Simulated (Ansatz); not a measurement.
Total energies of GaH₃ from Ansatz at PBE0-D4/def2-TZVP, gas phase (1 Eh = 27.2114 eV = 2625.5 kJ/mol). The reference geometry is relaxed at r2SCAN-D4/def2-TZVP.

```xyz
4

Ga   -0.0007   -0.0006    0.0004
H     0.9218   -0.2048    1.2447
H     0.1650   -0.9176   -1.2537
H    -1.0861    1.1230    0.0086
```

```csv
state,geometry,energy (Eh)
charge 0 singlet,reference,-1926.36145
charge 1 doublet,reference,-1925.95111
charge 1 doublet,relaxed at r2SCAN-D4/def2-TZVP,-1925.98368
free Ga atom (doublet),–,-1924.55212
free H atom (doublet),–,-0.50104
```

Q: Work out the vertical ionisation energy to the doublet.

A: E(charge 1 doublet) − E(charge 0 singlet) = -1925.95111 − (-1926.36145) = 0.41034 Eh = 11.17 eV. For comparison, −ε of the highest occupied level is 8.60 eV at this level, 2.57 eV less.

Q: How much does the charge 1 doublet relax, and what is the adiabatic ionisation energy?

A: Relaxation: -1925.95111 − (-1925.98368) = 0.03257 Eh = 0.89 eV. Adiabatic ionisation energy: 0.37777 Eh = 10.28 eV, without zero-point energy. 

Q: What is the binding energy per atom against free atoms?

A: Atoms: 1 × (-1924.55212) + 3 × (-0.50104) = -1926.05524 Eh. Binding: -1926.05524 − (-1926.36145) = 0.30621 Eh = 8.33 eV, or 2.08 eV for each of 4 atoms (no zero-point energy, no counterpoise term).
